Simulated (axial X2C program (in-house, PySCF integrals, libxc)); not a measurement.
Levels of GaBr⁻ by electron attachment to GaBr (EOM-EA-CCSD)

Computed with an in-house all-electron X2C program for linear molecules (integrals from PySCF): two-component X2C with atomic mean-field Coulomb and Gaunt terms, Gaussian nuclei, basis Br dyall-acv3z, Ga dyall-acv3z with contracted cores.

R = 2.481 Å (1.045 times 2.374 Å, the PBE0 minimum at charge 0 for the lowest determinant).

Levels of GaBr⁻ obtained by attaching an electron to GaBr:

| Ω | binding energy (eV) | above lowest (cm⁻¹) | attached spinor | one-particle weight |
| --- | --- | --- | --- | --- |
| 1/2 | 0.227 | 0 | 82% Ga pπ | 0.96 |
| 3/2 | 0.188 | 312 | 82% Ga pπ | 0.96 |
| 1/2 | -0.379 | 4882 | 65% Ga pσ, 31% Ga sσ | 0.99 |
| 1/2 | -0.738 | 7781 | 61% Ga sσ, 26% Ga pσ | 0.99 |
| 1/2 | -0.805 | 8325 | 97% Ga pπ | 0.99 |
| 3/2 | -0.814 | 8394 | 97% Ga pπ | 0.99 |
| 1/2 | -1.746 | 15910 | 60% Ga pσ, 15% Ga dσ, 10% Br pσ | 0.97 |

**Question.** Take the first Ω = 1/2 and Ω = 3/2 rows of π character: how far apart are they, and which lies lower?

**Answer.** E(3/2) − E(1/2) = 312 − 0 = 312 cm⁻¹ at EOM-EA-CCSD: regular, Ω = 1/2 lower. Splittings at this level can be off by ten to twenty per cent.

Negative binding energies belong to unbound states, resonances or levels that the basis set holds; within some tenths of an eV of zero the sign is not settled.

This point took 13 s on 1 thread of AMD EPYC 9R14 (Zen 4), on a shared host.

Reference electrons by ω block (each with its −ω partner): 1/2: 22, 3/2: 9, 5/2: 2. 10 electrons of GaBr correlated (inner shells frozen), 92 natural virtual spinors (a truncated set); levels can be off by some tenths of an eV. Roots sought by Ω: (1/2: 5, 3/2: 4, 5/2: 2, 7/2: 1); rows need 60 % one-particle weight and stop where some Ω has no more roots. Missing are any skipped roots, higher Ω and states of a further excitation; these come out far too high here and may in truth be low or lowest. T1 of the reference 0.013 (Lee–Taylor). Number of frozen shells: Br 3 s, 2 p, 1 d; Ga 3 s, 2 p, 1 d.
